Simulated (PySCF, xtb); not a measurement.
C₃F₃, SMILES FC(C#[C])(F)F, multiplicity 2.

Harmonic wavenumbers (cm⁻¹) from GFN2-xTB (xtb) at its own minimum, in rising order: 142, 142, 382, 382, 494, 510, 510, 767, 1058, 1059, 1128, 2312.

What does PBE0-D3(BJ)/def2-SVP run with PySCF give at its own minimum? (An estimate is asked for; the answer gives what the named calculation found.)

171, 171, 451, 451, 554, 611, 611, 842, 1249, 1249, 1282, 2297. Paired by order, the mean absolute difference is 90 cm⁻¹ and the zero-point energies are 12.7 and 14.2 kcal/mol.
